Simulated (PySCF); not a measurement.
One molecule, one basis, several functionals.

Compound: C₂H₈GeOSi₂.
Structure used (PBE0-D3(BJ)/def2-SVP), in Å, numbered top down from 1:
```
atom  x, y, z in Å
Si1   -2.953    0.275    0.288
O2    -2.226    0.702   -1.143
Si3   -0.820    1.243   -1.822
C4     0.598    0.813   -0.737
C5     1.529    0.506   -0.003
Ge6    2.962    0.021    1.153
H7    -2.053   -0.609    1.088
H8    -4.213   -0.452   -0.034
H9    -3.276    1.496    1.087
H10   -0.867    2.723   -1.983
H11   -0.639    0.587   -3.144
H12    2.388   -0.227    2.555
H13    3.621   -1.255    0.611
H14    3.977    1.172    1.187
```

PySCF, pcSseg-1 basis, density fitting, gas phase, PBE0-D3(BJ)/def2-SVP geometry. One functional is left out:

| functional | exact exchange (%) | HOMO energy (eV) | LUMO energy (eV) | dipole moment (D) |
| --- | --- | --- | --- | --- |
| B97-D | 0 | -6.86 | -1.61 | 1.198 |
| BLYP | 0 | -6.72 | -1.55 | 1.204 |
| BP86 | 0 | -7.00 | -1.84 | 1.224 |
| LDA | 0 | -7.00 | -1.98 | 1.324 |
| OPBE | 0 | -6.88 | -1.62 | 1.214 |
| PBE | 0 | -6.89 | -1.75 | 1.227 |
| B3LYP | 20 | -7.85 | -1.02 | 1.249 |
| PBE0 | 25 | -8.11 | -0.87 | 1.269 |
| mPW1PW91 | 25 | -8.13 | -0.87 | 1.268 |
| BHandHLYP | 50 | -9.14 | 0.17 | 1.292 |

Question: Predict the row of B97-2 (21 % exact exchange) by straight lines through the other rows, and check it.

Answer: 
```tsv
property	line	computed	computed − line	B3LYP (20 %), for comparison
HOMO energy (eV)	-7.87	-7.86	+0.01	-7.85
LUMO energy (eV)	-0.96	-0.88	+0.08	-1.02
dipole moment (D)	1.258	1.245	-0.013	1.249
```

Question: Which of these properties follows the share of exact exchange most closely, and which least?

Answer: Most closely the HOMO energy, least the dipole moment; the correlations over the tabulated rows are HOMO energy -0.994, LUMO energy 0.981, dipole moment 0.527. The HOMO energy moves by -0.461 eV for every 10 %. Functionals with the same share still differ in their other parts: at 0 % BLYP and BP86 differ by 0.28 eV in it.
